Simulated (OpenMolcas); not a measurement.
**Pm3+: effect of the metal basis and ligand basis**

Pm3+ with 6 ligands (chloride) in octahedral coordination (Oh) at 2.73 Å. A charge of +0.5 e stands 2.8 Å behind each ligand.

```yaml
Program: OpenMolcas 26.06
Method: CASSCF
Spin-orbit_coupling: state interaction with AMFI integrals over the reference wave functions
```

Fixed: active space 4 electrons in 7 orbitals (4f), DKH2 Hamiltonian.

States (labels of O, the rotations of Oh). Energies in cm-1 above the lowest state or level, χT in cm3 K/mol; under a threefold ground state the first gap can be a small split of the lowest multiplet, not the spin-orbit step.

| Run | Metal basis | Ligand basis | Ground state | First state of that spin | First gap with spin-orbit (degeneracies) | Width of lowest J | χT at 300 K | Cost |
| --- | --- | --- | --- | --- | --- | --- | --- | --- |
| A | ANO-RCC-VDZP | ANO-RCC-VDZP | 5T2 | 5A1 18.5 | 134.6 (3, 1) | 160 | 0.969 | roughly 110 core-seconds |
| B | ANO-RCC-VTZP | ANO-RCC-VTZP | 5T2 | 5A1 21.4 | 143.7 (3, 1) | 173 | 0.964 | roughly 2.6 core-minutes |

Against A, the width of the lowest J multiplet changes by +8.1 % in B.

Costs are those of the RASSCF and RASSI steps.

High states are left out of the spin-orbit mixing, which shifts the levels that they would mix with. Without dynamic correlation the ligand-field splitting of an f shell can come out too small, at times by half. No measured value stands beside these numbers; the geometry is a model, was not optimised and need not be the one that this ion takes.
